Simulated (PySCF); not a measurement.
**F²⁺: ionisation energy**

F²⁺ [He] 2s2 2p3 (4S) → F³⁺ [He] 2s2 2p2 (3P), as a difference of total energies. Computed with PySCF 2.14 in x2c-QZVPPall (7s4p3d2f1g, 57 functions), with the spin-free X2C one-electron Hamiltonian (Gaussian nucleus). Correlated levels: valence: 1s2 frozen; valence and next inner shell: nothing frozen. The calculations carry no spin-orbit coupling.

```tsv
method	ionisation energy (eV)
UHF	62.252
LDA	63.180
PBE	62.851
PBE0	62.929
r2SCAN	63.162
MN15	62.805
M06	63.266
BHandHLYP	62.815
LC-wPBE	63.039
ROHF	62.293
MP2 (valence)	62.888
SCS-MP2 (valence)	62.615
MP2 (valence and next inner shell)	62.920
SCS-MP2 (valence and next inner shell)	62.640
```

Q: How much does correlation contribute at MP2 (valence and next inner shell)?

A: 62.920 − (62.252) = 0.668 eV, measured against UHF.

A first-order spin-orbit estimate (lowest level to lowest level, LS coupling) adds -0.055 eV.

Errors of the correlated levels include the incompleteness of this basis and the frozen core.

For comparison: 62.708 eV (semi-empirical (NIST evaluation); NIST Atomic Spectra Database, ionization energies).
